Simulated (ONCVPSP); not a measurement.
**Scattering properties, ONCV potential for praseodymium (Pr)**

Pr, optimised norm-conserving Vanderbilt (ONCV), made with ONCVPSP 4.0.1 (LDA (Perdew-Wang 92), scalar-relativistic). Core [Kr] 4d10, reference 4f3 5s2 5p6 6s1 6p1. Waves: 5s+6s: rc 2.85 bohr, ncon 4, nbas 7, qcut 4.5 1/bohr, 2 projectors; 5p+6p: rc 2.45 bohr, ncon 4, nbas 8, qcut 6.9 1/bohr, 2 projectors; d scattering state at 0.06 Ha: rc 3.15 bohr, ncon 5, nbas 9, qcut 3.6 1/bohr, 1 projector; 4f: rc 1.10 bohr, ncon 4, nbas 9, qcut 15.8 1/bohr, 2 projectors, debl 1.4 Ha. Local part: polynomial inside 0.70 bohr (lpopt 5, dvloc0 0 Ha). Core correction: none.

In the d channel the program set the typed energies aside and used -0.113 Ha.

The phase is arctan(r·R′/R) of the radial function R(r), unwrapped; energies in Ha, scanned from -3 to 5 Ha. A pole is an energy at which the radial function vanishes at the test radius. The pseudo phase is shifted by a multiple of π to meet the all-electron one at the reference energy, and phase errors are pseudo minus all-electron; the curves can meet again beyond the range given. Levels narrower than the energy grid can be missing from the lists of poles.

Problem. For each channel, where are the poles, and over which energies does the pseudopotential scatter like the atom?

Solution.

```
channel  radius (bohr)  reference energy (Ha)  poles, all-electron      poles, pseudo  unbroken range about the reference energy with phases within 0.05 rad  phase error 1 Ha above the reference energy (rad)
      s           2.90                  -0.16          -1.43, 1.58  -1.43, 0.89, 1.72                                                              below 0.8                                             -0.062
      p           2.49                  -0.07          -0.48, 3.73        -0.48, 3.63                                                              below 4.9                                             -0.002
      d           3.21                  -0.11           0.22, 2.54         0.22, 2.56                                                              below 1.0                                             +0.023
      f           1.12                  -0.09                 1.82               1.82                                                        the whole range                                             +0.000
```

Note: ghosts flagged at negative energy: s at -560.2 eV, p at -301.2 eV, d at -81.6 eV; GHOST(+) flagged for s at 25.1 eV. A true bound ghost makes a file unfit for plane-wave use.

Phases in the p channel:

```tsv
E (Ha)	all-electron	pseudo
-2.98	1.336	1.336
-2.54	1.297	1.297
-2.10	1.231	1.231
-1.66	1.077	1.077
-1.22	0.276	0.276
-0.78	-1.347	-1.347
-0.34	-1.633	-1.633
0.10	-1.787	-1.787
0.54	-2.001	-2.001
0.98	-2.642	-2.645
1.42	-3.960	-3.965
1.86	-4.389	-4.393
2.30	-4.537	-4.540
2.74	-4.614	-4.618
3.18	-4.664	-4.669
3.62	-4.703	-4.711
4.06	-4.739	-4.751
4.50	-4.775	-4.800
4.94	-4.819	-4.878
```
